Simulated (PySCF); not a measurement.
Isomers of C6H11ClSi2, one GFN2-xTB conformer each. Single-point energies are computed at PBE0/pcSseg-1 (PySCF, gas phase, no added dispersion term), electronic only.

| SMILES | GFN2-xTB relative energy (kJ/mol) |
| --- | --- |
| C#C[Si@H]([SiH2]C)C1(Cl)CC1 | 0.0 |
| C#C[Si@@H]([SiH2]CCl)C1CC1 | 23.3 |

Conformers: `[CH:1]#[C:2][Si@H:3]([SiH2:4][CH3:5])[C:6]1([Cl:7])[CH2:8][CH2:9]1` with C2–Si3–Si4–C5 26°, C2–Si3–C6–Cl7 179°; `[CH:1]#[C:2][Si@@H:3]([SiH2:4][CH2:5][Cl:6])[CH:7]1[CH2:8][CH2:9]1` with C2–Si3–Si4–C5 -154°, Si3–Si4–C5–Cl6 -55°, C2–Si3–C7–C8 31°.

Task: What does PBE0/pcSseg-1 give for the same structures?

Result: 
```csv
SMILES,PBE0/pcSseg-1 E (Eh),PBE0/pcSseg-1 (kJ/mol),GFN2-xTB (kJ/mol),point group
C#C[Si@H]([SiH2]C)C1(Cl)CC1,-1273.61155,0.0,0.0,C1
C#C[Si@@H]([SiH2]CCl)C1CC1,-1273.60609,14.3,23.3,C1
```

Both levels put the same isomer lowest. 

Task: Which frontier levels, dipoles and rotational constants go with these structures?

Result: 
| SMILES | HOMO (eV, PBE0/pcSseg-1) | LUMO (eV) | dipole (D) | A, B, C (MHz) |
| --- | --- | --- | --- | --- |
| C#C[Si@H]([SiH2]C)C1(Cl)CC1 | -7.70 | -0.65 | 2.38 | 1205, 747.7, 517.4 |
| C#C[Si@@H]([SiH2]CCl)C1CC1 | -7.76 | -0.44 | 1.34 | 1399, 592.8, 464.2 |
